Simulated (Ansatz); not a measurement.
Input file for Ansatz (an electronic-structure program): U-CCSD(T)/cc-pV(T+d)Z on PO, 2S+1 = 2, a point of a bond scan (R = 1.776 Å). Files ending in .json are basis or fitting sets from the Basis Set Exchange.

Ansatz 0.2 input:
```yaml
crystal:
  periodic: [false, false, false]
  atoms:
    - {symbol: P, position_ang: [-0.00000000, -0.00000000, -0.51471869]}
    - {symbol: O, position_ang: [0.00000000, 0.00000000, 1.26106080]}
basis:
  gaussian:
    orbitals: cc-pV_T+d_Z.json
magnetization: {spin_polarized: true, initial_magnetization: 1}
correlation: {method: ccsd_t, electrons: outside_noble_gas}
scf: {omitted_lower_state_checks: [cluster_reference]}
```

**Question.** What total energy does the run end on?

**Answer.** -415.9490 hartree (reference determinant -415.5826, T1 diagnostic 0.105). Its determinant has ⟨S²⟩ = 1.61, a mixture of spin states.

**Question.** How many basis functions does it have, and what does it roughly cost on one machine?

**Answer.** 69 functions; about 6 core-seconds (a rough figure).
